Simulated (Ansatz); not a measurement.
HfO2, charge +1, doublet, at a GFN2-xTB geometry (such geometries of metal compounds can be far from the true shape) (the multiplicity is a formal guess) (core potentials on Hf); CASSCF(3,5)/def2-SVP (Ansatz, a program for electronic structure).

Here is a job for Ansatz.
Ansatz 0.2 input:
```yaml
crystal:
  periodic: [false, false, false]
  atoms:
    - {symbol: Hf, position_ang: [0.12803968, -0.10261664, 0.12505521]}
    - {symbol: O, position_ang: [0.52254190, 0.71442946, -1.48036914]}
    - {symbol: O, position_ang: [-1.67489899, 0.20912034, 0.35487227]}
basis:
  gaussian:
    orbitals: def2-SVP
hamiltonian:
  xc: hf
total_charge: 1
correlation: {active_space: {window: {electrons: 3, orbitals: 5}}}
magnetization: {spin_polarized: false, initial_magnetization: 1}
```

Task: Predict the main parts of the log of this Ansatz run.

Result: 
```
Functional definition: HF
576 factors; integrals over basis functions are off by at most 4.6e-4 eV
mean field evaluation 1: about -5336.1465 eV, gradient 8.3e1 eV
mean field evaluation 2: about -5336.2245 eV, gradient 8.3e1 eV
mean field evaluation 4: about -5352.5077 eV, gradient 8.8e0 eV
mean field evaluation 8: about -5352.9730 eV, gradient 1.3e0 eV
mean field evaluation 16: about -5353.0488 eV, gradient 6.7e-2 eV
mean field evaluation 32: about -5353.9445 eV, gradient 3.2e-2 eV
mean field evaluation 64: about -5353.8955 eV, gradient 1.1e0 eV
mean field evaluation 96: about -5340.3465 eV, gradient 3.0e1 eV
mean field evaluation 128: about -5341.0202 eV, gradient 2.5e0 eV
mean field evaluation 160: about -5353.0489 eV, gradient 7.5e-3 eV
mean field -5353.94455357 eV, -196.7538333096 hartree, gradient 6.3e-6 eV, S^2 0.750000; 10 other end points of the search recorded, 0 dependent functions left out
reference -5353.94455357 eV, -196.7538333096 hartree; 14, 13 occupied and 46, 47 virtual orbitals, 576 factors
state -5355.10837566 eV, -196.7966029828 hartree
the orbitals are reached from a further start. From the first start the search ends at -5354.91312636 eV, -196.7894277033 hartree
Total energy: -5355.10837566 eV, -196.7966029828 hartree
```
